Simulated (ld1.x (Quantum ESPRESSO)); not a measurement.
# Ba: one change to a TM semilocal potential, before and after

```json
{
 "Element": "barium",
 "Generator": "ld1.x (Quantum ESPRESSO) 7.5",
 "Type": "norm-conserving Troullier–Martins (semilocal form)",
 "Functional": "LDA (PZ)",
 "Relativity": "scalar-relativistic",
 "Frozen core": "[Xe]",
 "Valence charge": "2",
 "Reference configuration": "5d0 6s1.75 6p0.25",
 "Partial waves": "6s (bound): rc 3.75 bohr; 5d (bound, empty): rc 3.60 bohr; 6p (bound): rc 3.55 bohr",
 "Local potential": "the p channel",
 "Core correction": "Bessel-smoothed model core inside 2.35 bohr"
}
```

All-electron outer shells of the reference configuration (LDA (PZ), scalar-relativistic, ld1.x):

| shell | level (eV) | outermost node (bohr) | outermost maximum (bohr) |
| --- | --- | --- | --- |
| 5s | -34.10 | 0.80 | 1.47 |
| 5p | -19.09 | 0.86 | 1.67 |
| 6s | -3.51 | 1.96 | 4.05 |
| 5d | -2.36 | 1.00 | 2.49 |
| 6p | -1.42 | 2.35 | 5.34 |

Change: all radii but the core radius scaled by about 1.24 (s 4.66, p 4.40, d 4.46 bohr).

Cutoffs: the cutoffs (Ry, on a coarse ladder) from which the occupation-weighted sum of valence levels, in a spherical-Bessel basis at the reference potential, stays within 10 and 1 mRy of its value at 400 Ry; they do not see the model core or the augmentation charge, which bear on the density cutoff. Errors are all-electron minus pseudo energies relative to the spin-unpolarised reference configuration.

Problem. What does the change do?

Solution. Both files are very soft, the changed one slightly softer (loose and tight cutoff 6 and 8 Ry → 6 and 6 Ry on this coarse ladder); of the 9 tests that both files solve, the error grows in 1 and shrinks in 4 by more than 15 % and 0.3 meV (median size 4.7 → 8.2 meV); neither file shows a bound ghost. A semilocal file is local in each channel, so a ghost entry of none says nothing of the separable form that plane-wave codes build from it.

| quantity | base | changed |
| --- | --- | --- |
| cutoff, loose | 6 Ry | 6 Ry |
| cutoff, tight | 8 Ry | 6 Ry |
| bound ghosts | none | none |
| error for 5d0 6s2 6p0, meV [ΔE -0.52 eV] | -0.2 | -0.5 |
| error for 5d0 6s1 6p0, meV [ΔE 5.02 eV] | -4.7 | -3.3 |
| error for 5d0 6s1.5 6p0, meV [ΔE 1.69 eV] | -0.4 | +0.2 |
| error for 5d0 6s0 6p2, meV [ΔE 3.85 eV] | +4.0 | -30 |
| error for 5d0.5 6s1.5 6p0, meV [ΔE 0.12 eV] | -14 | -11 |
| error for 5d1 6s1 6p0, meV [ΔE 0.83 eV] | -44 | -31 |
| error for 5d0 6s0 6p1, meV [ΔE 7.73 eV] | +37 | -30 |
| error for 5d0 6s1.75 6p0.25 (spin-polarised), meV [ΔE -0.02 eV] | 0.0 | +0.1 |
| error for 5d0 6s1 6p0 (spin-polarised), meV [ΔE 4.88 eV] | -7.3 | -8.2 |
